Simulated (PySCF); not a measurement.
**From computed data to an observable: chemical shift, span and skew from a shielding tensor**

CH₄Al, SMILES [AlH+][CH3], charge +1. Atoms are numbered in the order given.

```xyz
6

Al     0.0000     0.0000    -0.7243
C      0.0000     0.0000     1.1745
H      0.8901    -0.5139     1.5504
H     -0.8901    -0.5139     1.5504
H      0.0000     1.0279     1.5504
H      0.0000     0.0000    -2.2821
```
Charge +1, spin multiplicity 1.

Geometry: PBE0-D3(BJ)/def2-TZVP. The multiplicity is an assumed one; other spin states were not compared. The isomer is the one that the SMILES or the coordinates give; other isomers of the formula were not compared.

GIAO shieldings from PBE0/pcSseg-2 (PySCF), non-relativistic, no solvent. The symmetric part of the tensor of C2 has the principal values 176.0, 176.0, 208.3 ppm. The same nucleus in TMS has σ = 186.1 ppm at this level (PySCF, at its B3LYP-D3(BJ)/def2-TZVP geometry).

Q: Work out the isotropic shielding, the ¹³C shift against TMS, the span and the skew.

A: 
σ(iso) = (σ11 + σ22 + σ33)/3 = 186.8 ppm. δ = σ(ref) − σ(iso) = 186.1 − (186.8) = -0.7 ppm.
Span Ω = σ33 − σ11 = 32.3 ppm. Skew κ = 3(σ(iso) − σ22)/Ω = 1.00, an axial tensor. Tumbling in solution averages the tensor to δ; in a static solid the shielding alone would spread this spin-1/2 line over Ω.
